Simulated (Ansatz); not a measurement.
The first iterations of a band of ClFGeH2 + H2O (8 atoms, charge 0, multiplicity 1).

These are results of RKS BHLYP-D4/def2-SVP (Ansatz 0.2.0), not measurements.

```json
{
  "movable images": "5",
  "climbing image": "yes",
  "spring": "5.0 eV/Å²",
  "optimiser": "quadratic models (default)",
  "start path": "through a guess of the saddle point",
  "force threshold": "0.05 eV/Å",
  "iteration limit": "60",
  "end points": "relaxed"
}
```

First end point:

```xyz
8
Properties=species:S:1:pos:R:3
Ge -0.116 0.237 -0.151
F -0.250 0.133 1.577
H 1.329 0.093 -0.569
H -0.799 1.551 -0.506
Cl -1.341 -1.338 -0.954
O 1.101 -2.181 1.065
H 0.406 -2.773 0.781
H 0.728 -1.724 1.819
```

Last end point:

```xyz
8
Properties=species:S:1:pos:R:3
Ge -0.069 -0.399 -0.312
F 0.989 0.125 2.314
H 1.275 0.177 -0.712
H -1.113 0.569 0.210
Cl -0.903 -1.413 -2.032
O 0.176 -1.709 0.875
H -0.080 -2.587 0.596
H 0.783 -0.764 2.124
```

| iteration | highest image above the first end (eV) | largest band force component (eV/Å) |
| --- | --- | --- |
| 1 | 3.843 | 5.119 |
| 2 | 2.114 | 2.808 |
| 3 | 1.231 | 3.813 |
| 4 | 1.038 | 1.209 |
| 5 | 0.941 | 1.332 |

Does the band converge within its limit, and where does its top end?

The run converged. It ended after 15 iterations with the highest image 0.871 eV above the first end. A vibrational analysis at the climbing image gives one clearly imaginary mode, 666i cm⁻¹: a first-order saddle point. The orbitals stay closed-shell, which can raise the energy where a bond breaks towards radicals; this wasn't checked here.

The run took 5.4 min on 2 threads of Arm Neoverse N1, on a shared host, peak memory 0.24 GiB.
